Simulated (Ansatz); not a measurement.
System: trimethoxy(methyl)silane, C₄H₁₂O₃Si, net charge 0, singlet state. SMILES: O(C)[Si](OC)(OC)C
Coordinates optimised at B3LYP-D3(BJ)/def2-TZVP (Ansatz, a first-principles code):
```
Si
O 1 1.6343
C 2 1.4167 1 125.48
H 3 1.0900 2 108.15 1 -178.77
H 3 1.0928 4 108.89 2 -120.77
H 3 1.0948 4 108.46 5 -118.27
O 1 1.6343 2 107.85 3 56.14
C 7 1.4167 1 125.48 2 172.37
H 8 1.0900 7 108.15 1 -178.77
H 8 1.0928 9 108.89 7 -120.77
H 8 1.0948 9 108.46 10 -118.27
O 1 1.6343 2 107.85 3 172.37
C 12 1.4167 1 125.48 2 56.14
H 13 1.0900 12 108.15 1 -178.77
H 13 1.0928 14 108.89 12 -120.77
H 13 1.0948 14 108.46 15 -118.27
C 1 1.8613 2 111.05 3 -65.74
H 17 1.0921 1 111.18 2 58.19
H 17 1.0921 18 107.71 1 -122.04
H 17 1.0921 18 107.71 19 -115.93
```
Charge 0, spin multiplicity 1.

Wanted: atomisation energy (electronic, to ground-state atoms), in kJ/mol. Correlated levels leave the core frozen unless marked. UHF or UKS for open shells. Spin-orbit coupling is left out. No relativistic terms. The coupled-cluster limit lacks core correlation, which all-electron functionals hold. CBS marks a two-point X^-3 extrapolation of the correlation energy; Hartree-Fock from the larger set. The bracket is a focal-point correction in the basis named.

```csv
level,program,atomisation energy (kJ/mol)
HF/STO-3G,Ansatz,6730.3
PBE-D4/def2-TZVPD,Ansatz + dftd4,8065.4
B3LYP-D3(BJ)/def2-TZVPD,Ansatz + dftd3,7945.2
r2SCANh/def2-TZVPD,Ansatz,7900.0
```

Task: Predict the RI-MP2/CBS(cc-pV(T+d)Z,cc-pV(Q+d)Z)+[CCSD(T)-MP2]/cc-pV(T+d)Z result (Ansatz).

Result: 7973.7 kJ/mol
